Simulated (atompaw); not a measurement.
## O (Z = 8): one change to a PAW (atompaw) potential, before and after

O (Z = 8), PAW, made with atompaw 4.2.0.5 (PBE, scalar-relativistic). Core [He], reference 2s2 2p3 (charge +1). Waves: 2s (bound); 2s channel at -0.4 Ry; 2p (bound); 2p channel at -1.4 Ry. Local part: bessel scheme, radius 1.90 bohr. Core correction: smooth core density matched at 1.70 bohr. Augmentation charge: besselshape compensation charge, radius 1.45 bohr; PAW radius 1.90 bohr; waves and projectors: bloechl.

Change: all radii scaled by about 1.17 (s 0.76, p 2.22 bohr); local potential bessel scheme, radius 2.22 bohr; augmentation besselshape compensation charge, radius 1.68 bohr; PAW radius 2.22 bohr; waves and projectors: bloechl; core correction smooth core density matched at 1.98 bohr.

Cutoffs: the cutoffs (Ry, on a coarse ladder) from which the occupation-weighted sum of valence levels, in a spherical-Bessel basis at the reference potential, stays within 10 and 1 mRy of its value at 400 Ry; they do not see the model core or the augmentation charge, which bear on the density cutoff.

Q: What does the change do?

A: The potential gets softer (30 Ry and 35 Ry → 25 Ry and 35 Ry); neither file shows a bound ghost. A larger radius leaves more room for a smooth pseudo-wave, so fewer plane waves are needed.

| quantity | base | changed |
| --- | --- | --- |
| cutoff, loose | 30 Ry | 25 Ry |
| cutoff, tight | 35 Ry | 35 Ry |
| loose cutoff by channel (10 mRy a level) | s 18 Ry, p 21 Ry | s 15 Ry, p 21 Ry |
| bound ghosts | none | none |
| lowest overlap eigenvalue by channel | s 0.66, p 0.02 | s 0.71, p 1.00 |

 The cutoffs see the waves, projectors and local potential, not the compensation charge or the core.
